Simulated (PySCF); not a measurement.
Ionising SiSn

UHF-CCSD(T); basis Si x2c-SVPall, Sn x2c-SVPall; spin-free X2C with a Gaussian nucleus; PySCF 2.14. Neutral (UHF): triplet (π ↑↑), Re = 2.537 Å, ωe = 344 cm⁻¹, De = 2.25 eV.

SiSn⁺ (UHF): quartet (σ ↑, π ↑↑), Re = 2.565 Å, ωe = 309 cm⁻¹, De = 2.35 eV to Si + Sn⁺. The energies at the minima are -6462.64938 hartree for SiSn and -6462.39121 for SiSn⁺.

(1) Work out the adiabatic ionisation energy, without and with harmonic zero-point energies (1 hartree = 27.2114 eV, 1 eV = 8065.5 cm⁻¹), and the change of the bond length.

Correlated steps freeze 23 core orbitals. Correlated levels converge slowly with the basis: in double zeta they bind strong bonds too weakly, by up to about 1 eV, and carry superposition errors of some tenths. Spin–orbit coupling is left out, which matters for elements this heavy, above all for dissociation energies. For an ion De counts to the pair picked by the measured ionisation energies or electron affinities, which need not be the lowest pair at this level. States were picked by a PBE0 search and need not be the measured ground states.

## Answers

(1) At UHF-CCSD(T): 0.25817 hartree = 7.025 eV between the minima; the zero-point term (309.0 − 344.0)/2 cm⁻¹ = -0.002 eV makes it 7.023 eV. Re changes by +2.8 pm against the neutral. The electron leaves a σ orbital, and the longer bond of the ion fits a bonding orbital, or a change in how ionic the bond is.
